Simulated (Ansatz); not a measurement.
Ansatz (an electronic-structure program) input (HF/6-31G*):

Ansatz 0.2 input:
```yaml
crystal:
  periodic: [false, false, false]
  atoms:
    - {symbol: C, position_ang: [-3.21029511, 0.44315245, -0.01722243]}
    - {symbol: C, position_ang: [-2.00838952, 0.34902352, -0.56692213]}
    - {symbol: Si, position_ang: [-0.83689161, -1.07939468, -0.25091116]}
    - {symbol: Si, position_ang: [1.13025467, -0.36338764, 0.82181911]}
    - {symbol: Cl, position_ang: [2.07955976, 1.07926977, -0.35030862]}
    - {symbol: H, position_ang: [-3.59920714, -0.30883137, 0.64843073]}
    - {symbol: H, position_ang: [-3.86338745, 1.27817024, -0.20952214]}
    - {symbol: H, position_ang: [-1.68710921, 1.14300950, -1.22457961]}
    - {symbol: H, position_ang: [-1.50165884, -2.06788332, 0.62625767]}
    - {symbol: H, position_ang: [-0.45201202, -1.74445268, -1.51315657]}
    - {symbol: H, position_ang: [0.86212693, 0.25966617, 2.12884853]}
    - {symbol: H, position_ang: [2.09375676, -1.46136828, 1.01112407]}
basis:
  gaussian:
    orbitals: 6-31G*
hamiltonian:
  xc: {name: HF}
phonons: {temperatures: {t_min: 298.15, t_max: 298.15, t_step: 100}}
```

Output:

```
Functional definition: HF
integrals: 0.05 GiB planned
1102 factors; integrals over basis functions are off by at most 6.0e-4 eV
mean field: 0.37 GiB planned
mean field evaluation 1: about -30396.8180 eV, gradient 2.5e1 eV
mean field evaluation 2: about -30396.9056 eV, gradient 2.5e1 eV
mean field evaluation 4: about -30399.1554 eV, gradient 2.8e0 eV
mean field evaluation 8: about -30399.1887 eV, gradient 1.6e-1 eV
mean field -30399.18877919 eV, -1117.1495823250 hartree, gradient 3.0e-5 eV, S^2 0.000000; 0 other end points of the search recorded, 0 dependent functions left out
the calculation of the forces begins
reference -30399.18877919 eV, -1117.1495823250 hartree; 32, 32 occupied and 69, 69 virtual orbitals, 1102 factors
these checks for a lower state are left out or cut short: stability, starts, cluster_reference, orbital_swaps, neighbouring_geometries, increment
integrals: 0.05 GiB planned
1102 factors; integrals over basis functions are off by at most 6.0e-4 eV
mean field: 0.37 GiB planned
mean field evaluation 16: about -30399.1885 eV, gradient 6.2e-4 eV
mean field -30399.18852613 eV, -1117.1495730252 hartree, gradient 4.5e-6 eV, S^2 0.000000; 0 other end points of the search recorded, 0 dependent functions left out
the calculation of the forces begins
reference -30399.18852613 eV, -1117.1495730252 hartree; 32, 32 occupied and 69, 69 virtual orbitals, 1102 factors
these checks for a lower state are left out or cut short: stability, starts, cluster_reference, orbital_swaps, neighbouring_geometries, increment
integrals: 0.05 GiB planned
1102 factors; integrals over basis functions are off by at most 6.0e-4 eV
mean field: 0.37 GiB planned
mean field -30399.18852151 eV, -1117.1495728553 hartree, gradient 5.8e-6 eV, S^2 0.000000; 0 other end points of the search recorded, 0 dependent functions left out
the calculation of the forces begins
reference -30399.18852151 eV, -1117.1495728553 hartree; 32, 32 occupied and 69, 69 virtual orbitals, 1102 factors
these checks for a lower state are left out or cut short: stability, starts, cluster_reference, orbital_swaps, neighbouring_geometries, increment
integrals: 0.05 GiB planned
1102 factors; integrals over basis functions are off by at most 6.0e-4 eV
mean field: 0.37 GiB planned
mean field -30399.18859888 eV, -1117.1495756988 hartree, gradient 3.1e-6 eV, S^2 0.000000; 0 other end points of the search recorded, 0 dependent functions left out
the calculation of the forces begins
reference -30399.18859888 eV, -1117.1495756988 hartree; 32, 32 occupied and 69, 69 virtual orbitals, 1102 factors
these checks for a lower state are left out or cut short: stability, starts, cluster_reference, orbital_swaps, neighbouring_geometries, increment
integrals: 0.05 GiB planned
1102 factors; integrals over basis functions are off by at most 6.0e-4 eV
mean field: 0.37 GiB planned
mean field evaluation 32: about -30399.1885 eV, gradient 1.4e-1 eV
mean field -30399.18860713 eV, -1117.1495760019 hartree, gradient 2.7e-6 eV, S^2 0.000000; 0 other end points of the search recorded, 0 dependent functions left out
the calculation of the forces begins
reference -30399.18860713 eV, -1117.1495760019 hartree; 32, 32 occupied and 69, 69 virtual orbitals, 1102 factors
these checks for a lower state are left out or cut short: stability, starts, cluster_reference, orbital_swaps, neighbouring_geometries, increment
integrals: 0.05 GiB planned
1102 factors; integrals over basis functions are off by at most 6.0e-4 eV
mean field: 0.37 GiB planned
mean field -30399.18865472 eV, -1117.1495777508 hartree, gradient 2.9e-6 eV, S^2 0.000000; 0 other end points of the search recorded, 0 dependent functions left out
the calculation of the forces begins
reference -30399.18865472 eV, -1117.1495777508 hartree; 32, 32 occupied and 69, 69 virtual orbitals, 1102 factors
these checks for a lower state are left out or cut short: stability, starts, cluster_reference, orbital_swaps, neighbouring_geometries, increment
integrals: 0.05 GiB planned
1102 factors; integrals over basis functions are off by at most 6.0e-4 eV
mean field: 0.37 GiB planned
mean field -30399.18865151 eV, -1117.1495776327 hartree, gradient 3.0e-6 eV, S^2 0.000000; 0 other end points of the search recorded, 0 dependent functions left out
the calculation of the forces begins
reference -30399.18865151 eV, -1117.1495776327 hartree; 32, 32 occupied and 69, 69 virtual orbitals, 1102 factors
these checks for a lower state are left out or cut short: stability, starts, cluster_reference, orbital_swaps, neighbouring_geometries, increment
integrals: 0.05 GiB planned
1102 factors; integrals over basis functions are off by at most 6.0e-4 eV
mean field: 0.37 GiB planned
mean field -30399.18854996 eV, -1117.1495739009 hartree, gradient 5.6e-6 eV, S^2 0.000000; 0 other end points of the search recorded, 0 dependent functions left out
[...]
integrals: 0.05 GiB planned
1102 factors; integrals over basis functions are off by at most 6.0e-4 eV
mean field: 0.37 GiB planned
mean field -30399.18876977 eV, -1117.1495819787 hartree, gradient 9.1e-7 eV, S^2 0.000000; 0 other end points of the search recorded, 0 dependent functions left out
the calculation of the forces begins
reference -30399.18876977 eV, -1117.1495819787 hartree; 32, 32 occupied and 69, 69 virtual orbitals, 1102 factors
these checks for a lower state are left out or cut short: stability, starts, cluster_reference, orbital_swaps, neighbouring_geometries, increment
integrals: 0.05 GiB planned
1102 factors; integrals over basis functions are off by at most 6.0e-4 eV
mean field: 0.37 GiB planned
mean field evaluation 384: about -30399.1888 eV, gradient 9.0e-7 eV
mean field -30399.18877074 eV, -1117.1495820146 hartree, gradient 9.0e-7 eV, S^2 0.000000; 0 other end points of the search recorded, 0 dependent functions left out
the calculation of the forces begins
reference -30399.18877074 eV, -1117.1495820146 hartree; 32, 32 occupied and 69, 69 virtual orbitals, 1102 factors
these checks for a lower state are left out or cut short: stability, starts, cluster_reference, orbital_swaps, neighbouring_geometries, increment
integrals: 0.05 GiB planned
1102 factors; integrals over basis functions are off by at most 6.0e-4 eV
mean field: 0.37 GiB planned
mean field -30399.18876064 eV, -1117.1495816435 hartree, gradient 8.7e-7 eV, S^2 0.000000; 0 other end points of the search recorded, 0 dependent functions left out
the calculation of the forces begins
reference -30399.18876064 eV, -1117.1495816435 hartree; 32, 32 occupied and 69, 69 virtual orbitals, 1102 factors
these checks for a lower state are left out or cut short: stability, starts, cluster_reference, orbital_swaps, neighbouring_geometries, increment
integrals: 0.05 GiB planned
1102 factors; integrals over basis functions are off by at most 6.0e-4 eV
mean field: 0.37 GiB planned
mean field -30399.18876114 eV, -1117.1495816615 hartree, gradient 8.5e-7 eV, S^2 0.000000; 0 other end points of the search recorded, 0 dependent functions left out
the calculation of the forces begins
reference -30399.18876114 eV, -1117.1495816615 hartree; 32, 32 occupied and 69, 69 virtual orbitals, 1102 factors
these checks for a lower state are left out or cut short: stability, starts, cluster_reference, orbital_swaps, neighbouring_geometries, increment
integrals: 0.05 GiB planned
1102 factors; integrals over basis functions are off by at most 6.0e-4 eV
mean field: 0.37 GiB planned
mean field -30399.18872746 eV, -1117.1495804239 hartree, gradient 1.1e-6 eV, S^2 0.000000; 0 other end points of the search recorded, 0 dependent functions left out
the calculation of the forces begins
reference -30399.18872746 eV, -1117.1495804239 hartree; 32, 32 occupied and 69, 69 virtual orbitals, 1102 factors
these checks for a lower state are left out or cut short: stability, starts, cluster_reference, orbital_swaps, neighbouring_geometries, increment
integrals: 0.05 GiB planned
1102 factors; integrals over basis functions are off by at most 6.0e-4 eV
mean field: 0.37 GiB planned
mean field -30399.18872702 eV, -1117.1495804079 hartree, gradient 1.1e-6 eV, S^2 0.000000; 0 other end points of the search recorded, 0 dependent functions left out
the calculation of the forces begins
reference -30399.18872702 eV, -1117.1495804079 hartree; 32, 32 occupied and 69, 69 virtual orbitals, 1102 factors
these checks for a lower state are left out or cut short: stability, starts, cluster_reference, orbital_swaps, neighbouring_geometries, increment
integrals: 0.05 GiB planned
1102 factors; integrals over basis functions are off by at most 6.0e-4 eV
mean field: 0.37 GiB planned
mean field -30399.18874726 eV, -1117.1495811515 hartree, gradient 9.9e-7 eV, S^2 0.000000; 0 other end points of the search recorded, 0 dependent functions left out
the calculation of the forces begins
reference -30399.18874726 eV, -1117.1495811515 hartree; 32, 32 occupied and 69, 69 virtual orbitals, 1102 factors
these checks for a lower state are left out or cut short: stability, starts, cluster_reference, orbital_swaps, neighbouring_geometries, increment
integrals: 0.05 GiB planned
1102 factors; integrals over basis functions are off by at most 6.0e-4 eV
mean field: 0.37 GiB planned
mean field evaluation 416: about -30399.1887 eV, gradient 4.3e-2 eV
mean field -30399.18874688 eV, -1117.1495811375 hartree, gradient 1.0e-6 eV, S^2 0.000000; 0 other end points of the search recorded, 0 dependent functions left out
the calculation of the forces begins
reference -30399.18874688 eV, -1117.1495811375 hartree; 32, 32 occupied and 69, 69 virtual orbitals, 1102 factors
these checks for a lower state are left out or cut short: stability, starts, cluster_reference, orbital_swaps, neighbouring_geometries, increment
integrals: 0.05 GiB planned
1102 factors; integrals over basis functions are off by at most 6.0e-4 eV
mean field: 0.37 GiB planned
mean field -30399.18873891 eV, -1117.1495808446 hartree, gradient 1.3e-6 eV, S^2 0.000000; 0 other end points of the search recorded, 0 dependent functions left out
the calculation of the forces begins
reference -30399.18873891 eV, -1117.1495808446 hartree; 32, 32 occupied and 69, 69 virtual orbitals, 1102 factors
these checks for a lower state are left out or cut short: stability, starts, cluster_reference, orbital_swaps, neighbouring_geometries, increment
integrals: 0.05 GiB planned
1102 factors; integrals over basis functions are off by at most 6.0e-4 eV
mean field: 0.37 GiB planned
mean field -30399.18874213 eV, -1117.1495809632 hartree, gradient 1.2e-6 eV, S^2 0.000000; 0 other end points of the search recorded, 0 dependent functions left out
the calculation of the forces begins
reference -30399.18874213 eV, -1117.1495809632 hartree; 32, 32 occupied and 69, 69 virtual orbitals, 1102 factors
these checks for a lower state are left out or cut short: stability, starts, cluster_reference, orbital_swaps, neighbouring_geometries, increment
integrals: 0.05 GiB planned
1102 factors; integrals over basis functions are off by at most 6.0e-4 eV
mean field: 0.37 GiB planned
mean field -30399.18877118 eV, -1117.1495820306 hartree, gradient 7.8e-7 eV, S^2 0.000000; 0 other end points of the search recorded, 0 dependent functions left out
the calculation of the forces begins
reference -30399.18877118 eV, -1117.1495820306 hartree; 32, 32 occupied and 69, 69 virtual orbitals, 1102 factors
these checks for a lower state are left out or cut short: stability, starts, cluster_reference, orbital_swaps, neighbouring_geometries, increment
integrals: 0.05 GiB planned
1102 factors; integrals over basis functions are off by at most 6.0e-4 eV
mean field: 0.37 GiB planned
mean field -30399.18877064 eV, -1117.1495820110 hartree, gradient 7.9e-7 eV, S^2 0.000000; 0 other end points of the search recorded, 0 dependent functions left out
the calculation of the forces begins
reference -30399.18877064 eV, -1117.1495820110 hartree; 32, 32 occupied and 69, 69 virtual orbitals, 1102 factors
Total energy: -30399.18877919 eV, -1117.1495823250 hartree
Atom 0 at    -3.210295     0.443152    -0.017222 Å, force     0.001177    -0.001607     0.000689 eV/Å
Atom 1 at    -2.008390     0.349024    -0.566922 Å, force    -0.001608     0.001192    -0.000243 eV/Å
Atom 2 at    -0.836892    -1.079395    -0.250911 Å, force     0.000086     0.000081     0.000190 eV/Å
Atom 3 at     1.130255    -0.363388     0.821819 Å, force     0.000661     0.001364    -0.000693 eV/Å
Atom 4 at     2.079560     1.079270    -0.350309 Å, force    -0.000190    -0.000381     0.000385 eV/Å
Atom 5 at    -3.599207    -0.308831     0.648431 Å, force    -0.000362     0.000076     0.000276 eV/Å
Atom 6 at    -3.863387     1.278170    -0.209522 Å, force     0.000761     0.000340    -0.000469 eV/Å
Atom 7 at    -1.687109     1.143010    -1.224580 Å, force     0.000159    -0.000309    -0.000522 eV/Å
Atom 8 at    -1.501659    -2.067883     0.626258 Å, force    -0.000668    -0.000649     0.000057 eV/Å
Atom 9 at    -0.452012    -1.744453    -1.513157 Å, force     0.000124     0.000605     0.000191 eV/Å
Atom 10 at     0.862127     0.259666     2.128849 Å, force    -0.000201    -0.000094     0.000028 eV/Å
Atom 11 at     2.093757    -1.461368     1.011124 Å, force     0.000062    -0.000618     0.000111 eV/Å
Dipole moment:    -0.441370    -0.211428     0.185100 e Å
Vibrations: 39.70 75.16 105.41 191.03 296.70 438.57 458.76 518.39 564.41 622.12 713.30 757.16 796.76 883.16 932.69 1015.98 1044.53 1122.08 1124.64 1146.98 1415.24 1574.22 1813.91 2356.06 2365.59 2395.07 2397.74 3309.04 3323.60 3393.47 cm⁻¹, zero-point energy 2.305578 eV
```

The blocks after the first are displaced geometries, from whose forces the wavenumbers follow.
